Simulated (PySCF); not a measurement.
CdH3N. Atoms are numbered in the order given.

```xyz
5

Cd     0.3012    -0.0043     0.0000
H      1.9566     0.0407     0.0000
N     -1.7244     0.1083     0.0000
H     -2.1708    -0.2970     0.8145
H     -2.1708    -0.2970    -0.8145
```

Geometry: B3LYP-D3(BJ)/def2-TZVP. The def2 effective core potentials stand for the cores of Cd; spin–orbit coupling is left out.

Level of theory: PySCF 2.14.0 with TDDFT-M06-2X/def2-TZVPD.

Vertical excitations.  State labels are in the subgroup Cs.

Computed UV-visible absorptions:
```csv
state,symmetry,energy (eV),λ (nm),f,main pairs
S1,A",5.13,242,0.001,HOMO→LUMO 98 %
S2,A',5.18,239,0.072,"HOMO→LUMO+2 66 %, HOMO→LUMO+1 30 %"
S3,A',5.75,216,0.036,"HOMO→LUMO+1 63 %, HOMO→LUMO+2 32 %"
S4,A",6.79,183,0.095,HOMO−1→LUMO 95 %
S5,A',7.05,176,0.102,HOMO−1→LUMO+1 79 %
S6,A',7.07,175,0.024,HOMO→LUMO+3 84 %
S7,A',7.75,160,0.565,HOMO−1→LUMO+2 70 %
S8,A",7.79,159,0.003,HOMO→LUMO+5 94 %
S9,A',8.10,153,0.063,"HOMO−2→LUMO+1 65 %, HOMO−1→LUMO+1 12 %"
S10,A",8.19,151,0.209,HOMO−2→LUMO 94 %
T1,A',4.60,269,0,"HOMO→LUMO+1 71 %, HOMO→LUMO+2 23 %"
T2,A",5.07,245,0,HOMO→LUMO 97 %
T3,A',5.27,235,0,"HOMO→LUMO+2 73 %, HOMO→LUMO+1 23 %"
T4,A',6.19,200,0,"HOMO−1→LUMO+1 51 %, HOMO−1→LUMO+2 29 %, HOMO−1→LUMO+3 10 %"
```
Triplets are in the Tamm–Dancoff approximation, which puts them higher than full response would, so one can lie above its singlet here.
